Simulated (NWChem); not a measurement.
Molecule: C$_{4}$H$_{2}$ClF; SMILES F/C(=C/Cl)C#C

Results from NWChem. Structure relaxed at the PBE0/def2-SVP level.

Task: Predict the results for PBE0/aug-cc-pVDZ. Quantities: highest occupied level (eV); orbital gap (eV); dipole (D).

Result: The highest occupied level (eV) is -7.18, the orbital gap (eV) comes out as 5.71 and the dipole (D) comes out as 0.61.
